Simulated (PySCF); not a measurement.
Delta-SCF ions had no search for a lower state. 

Cartesian coordinates (Å):
```xyz
21

B      1.1357    -1.5491     0.9629
C      0.9881    -0.7169    -0.3645
C      1.3290     0.7745    -0.2875
C      0.2291     1.5638     0.4161
C     -1.1350     1.3214    -0.2198
C     -1.4548    -0.1809    -0.3088
C     -1.5345    -0.7559     1.0338
N     -1.4981    -1.2101     2.1001
C     -0.3481    -0.9238    -1.0811
H      1.7346    -1.1072     1.9171
H      0.8081    -2.7133     0.9619
H      1.7731    -1.2338    -0.9642
H      2.2866     0.9186     0.2365
H      1.4644     1.1784    -1.3081
H      0.1911     1.2669     1.4791
H      0.4577     2.6412     0.4042
H     -1.9279     1.8450     0.3363
H     -1.1498     1.7177    -1.2495
H     -2.4304    -0.3305    -0.7993
H     -0.5959    -1.9932    -1.1598
H     -0.3227    -0.5130    -2.1053
```
Charge 0, spin multiplicity 1.

Task: What is the computed vertical ionisation energy (Delta-SCF), S1 oscillator strength and HOMO–LUMO gap (PBE-D3(BJ)/def2-TZVP // PBE0-D3(BJ)/def2-SVP (PySCF))?

Result: 
```json
{
 "vertical ionisation energy (Delta-SCF)": "9.76 eV",
 "S1 oscillator strength": "0.006",
 "HOMO–LUMO gap": "5.21 eV"
}
```
